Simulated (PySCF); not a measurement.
A search over the determinants of MoBr

Unrestricted PBE0; Mo def2-TZVPP with ECP28, Br def2-TZVPP; scalar-relativistic core potentials (PySCF 2.14). Outer shells of the fragments: Mo 4d5 5s1; Br 3d10 4s2 4p5.

Followed along the bond (rough minima from three points):

```json
{"2Ms+1": "6", "unpaired": "σ ↑, π ↑↑, δ ↑↑", "⟨S²⟩ at the start": "8.77", "R at minimum (Å)": "2.44", "Te (eV)": "0.00"}
{"2Ms+1": "4", "unpaired": "σ ↑, π ↑↓, δ ↑↑", "⟨S²⟩ at the start": "4.76", "R at minimum (Å)": "2.42", "Te (eV)": "1.34"}
{"2Ms+1": "6", "unpaired": "σ ↑↑, π ↑, δ ↑↑", "⟨S²⟩ at the start": "8.79", "R at minimum (Å)": "2.49", "Te (eV)": "1.47"}
{"2Ms+1": "4", "unpaired": "σ ↓, π ↑↑, δ ↑↑", "⟨S²⟩ at the start": "4.76", "R at minimum (Å)": "2.42", "Te (eV)": "1.59"}
{"2Ms+1": "2", "unpaired": "σ ↑, π ↓↓, δ ↑↑", "⟨S²⟩ at the start": "2.76", "R at minimum (Å)": "2.41", "Te (eV)": "1.94"}
```

Solutions found at the starting distance of 2.410 Å, counted from the lowest of them; the search is not exhaustive and high or unbound solutions are not listed, so other states can lie among these:

```csv
2Ms+1,unpaired,term,E (eV),⟨S²⟩,⟨Lz²⟩,μ (D)
6,"σ ↑, π ↑↑, δ ↑↑",⁶Σ⁺,0.00,8.77,0.00,-4.50
4,"σ ↑, π ↑↓, δ ↑↑",mixed,1.33,4.76,2.04,-4.35
6,"σ ↑↑, π ↑, δ ↑↑",⁶Π,1.50,8.79,1.00,-0.71
4,"σ ↓, π ↑↑, δ ↑↑",mixed,1.59,4.76,0.00,-4.30
4,"π ↑, δ ↑↑",mixed,1.78,3.88,1.77,-3.75
2,"σ ↑, π ↓↓, δ ↑↑",mixed,1.94,2.76,0.00,-4.43
```

A term symbol is given only where ⟨S²⟩ and ⟨Lz²⟩ are close to those of a pure state; real π, δ and φ orbitals otherwise mix terms. A positive dipole means Mo(−)Br(+).

Spin–orbit coupling is left out. With d or f electrons several states lie close, and the lowest PBE0 determinant need not be the measured ground state.
